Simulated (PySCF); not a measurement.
**Adding and removing an electron: SrTe**

TPSS; Sr def2-SVP with ECP28, Te def2-SVP with ECP28; scalar-relativistic core potentials (PySCF 2.14). Neutral (UKS): singlet (closed shell), Re = 2.812 Å, ωe = 221 cm⁻¹, De = 3.08 eV, HOMO -3.80 eV, LUMO -2.71 eV.

SrTe⁺ (UKS): doublet (π ↑), Re = 2.978 Å, ωe = 185 cm⁻¹, De = 2.42 eV to Sr⁺ + Te. The energies at the minima are -298.65018 hartree for SrTe and -298.42089 for SrTe⁺.

Q: Work out the adiabatic ionisation energy, without and with harmonic zero-point energies (1 hartree = 27.2114 eV, 1 eV = 8065.5 cm⁻¹), and the change of the bond length.

A: At TPSS: 0.22929 hartree = 6.239 eV between the minima; the zero-point term (185.0 − 221.0)/2 cm⁻¹ = -0.002 eV makes it 6.237 eV. Re changes by +16.6 pm against the neutral. Minus the HOMO energy is 3.80 eV, -2.44 eV from the value between the minima; self-interaction puts the Kohn–Sham level too high, less so with exact exchange. The electron leaves a π orbital; in so polar a molecule the change of length follows mostly from the change of the ionic charges.

Spin–orbit coupling is left out, which matters for elements this heavy, above all for dissociation energies. For an ion De counts to the pair picked by the measured ionisation energies or electron affinities, which need not be the lowest pair at this level. States were picked by a PBE0 search and need not be the measured ground states.
